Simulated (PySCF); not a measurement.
C4H9BN2.
SMILES with atom numbers: `[CH2:1]=[CH:2][C@@H:3]1[CH2:4][NH:5][BH:6][NH:7]1` (hydrogens: H8, H9 on C1; H10 on C2; H11 on C3; H12, H13 on C4; H14 on N5; H15 on B6; H16 on N7)

The closed-shell ground state was solved at several levels (PySCF, density fitting, gas phase, non-relativistic). The structure is a single PBE0-D3(BJ)/def2-SVP conformer in the gas phase; no vibrational or solvent corrections.

| level | basis functions | HOMO (eV) | LUMO (eV) | gap (eV) | dipole (D) |
| --- | --- | --- | --- | --- | --- |
| PBE0/pcSseg-1 | 164 | -6.06 | 0.21 | 6.27 | 1.14 |
| CAM-B3LYP/pcSseg-1 | 164 | -7.42 | 1.41 | 8.83 | 1.13 |
| B3LYP/pcJ-1 | 279 | -5.81 | 0.00 | 5.81 | 1.11 |

Q: What might wB97X-D/def2-SVPD (212 basis functions) give for the same quantities?

A: HOMO -8.03 eV, LUMO 1.94 eV, gap 9.97 eV, dipole 1.07 D.

Q: Over all these levels, which gives the widest orbital gap and which the narrowest?

A: wB97X-D/def2-SVPD (range-separated hybrid) has the widest, 9.97 eV, and B3LYP/pcJ-1 (global hybrid, 20 % exact exchange) the narrowest, 5.81 eV. Functional and basis both differ between the two, so the spread mixes both effects.

Q: How far do the dipole and the HOMO energy spread over the levels?

A: The dipole runs from 1.07 to 1.14 D (mean 1.11 D) and the HOMO from -8.03 to -5.81 eV.
